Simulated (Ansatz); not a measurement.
Reactions of `C#[C][In]([Cl])[Cl]`.

Program: Ansatz. Geometries: PBE0-D4/def2-TZVP. ΔE: electronic, gas phase. CCSD(T)/CBS is the MP2 limit (def2-TZVPP, def2-QZVPP) plus CCSD(T) − MP2 in def2-TZVPP, frozen cores. This one scheme is used for every species. def2 core potentials past Kr. For Br, In outer-core shells are correlated without core-valence functions, which leaves a few kJ/mol of doubt a bond. Scalar relativity is left out up to krypton. One conformer a species, not always the lowest.

```csv
reaction,HF/CBS(def2) (kcal/mol)
`C#[C][In]([Cl])[Cl]` + HBr → `[Cl][In]([Cl])[Br]` + `C#C`,-27.1
`C#[C][In]([Cl])[Cl]` + `C=CC` → `C#CC(=C)C` + `[Cl][InH][Cl]`,6.8
`C#[C][In]([Cl])[Cl]` + `N[SiH3]` → `C#CN[SiH3]` + `[Cl][InH][Cl]`,15.7
`C#[C][In]([Cl])[Cl]` + `[SiH3]N[SiH3]` → `[SiH3][N]([SiH3])[In]([Cl])[Cl]` + `C#C`,4.5
`C#[C][In]([Cl])[Cl]` + HCl → `[Cl][In]([Cl])[Cl]` + `C#C`,-22.2
```

(1) Give the CCSD(T)/CBS values in the same order. (An estimate is asked.)

Largest T1 diagnostic: 0.013, for `C#[C][In]([Cl])[Cl]`.

## Answers

(1) Ansatz gave: -24.2, 5.8, 17.8, -2.1, -19.0 kcal/mol.
